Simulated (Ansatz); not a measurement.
Problem. Predict a relaxed structure of cyclo-(Me2SiS)3 (C6H18S3Si3), charge 0, singlet, at PBE-D4/def2-SVP (Ansatz).

Solution. 
Cartesian coordinates in Å:
```
Si 1.7726 -0.6070 -0.8278
C 2.4458 1.1446 -0.9707
C 3.1015 -1.8926 -1.1699
S 0.2297 -0.9273 -2.3278
Si -1.5621 -0.2413 -1.3023
C -2.3169 -1.6592 -0.3218
C -2.7256 0.3711 -2.6465
S -1.1699 1.5043 -0.0560
Si -0.1664 0.6723 1.6861
C 0.8683 2.0789 2.3892
C -1.3979 0.0567 2.9699
S 1.0597 -1.0536 1.1838
H 2.8844 1.2817 -1.9806
H 3.2317 1.3279 -0.2100
H 1.6302 1.8833 -0.8454
H 3.9578 -1.7572 -0.4783
H 2.6997 -2.9169 -1.0422
H 3.4687 -1.7898 -2.2117
H -1.5846 -2.0577 0.4072
H -3.2290 -1.3260 0.2141
H -2.5894 -2.4769 -1.0205
H -2.2864 1.2346 -3.1835
H -2.9132 -0.4377 -3.3823
H -3.6955 0.6810 -2.2069
H 1.6340 2.4171 1.6650
H 1.3822 1.7429 3.3130
H 0.2189 2.9428 2.6412
H -0.8604 -0.3513 3.8509
H -2.0466 -0.7396 2.5570
H -2.0415 0.8950 3.3069
```
Point group C2 (tolerance 0.1 Å). This is one stationary point.
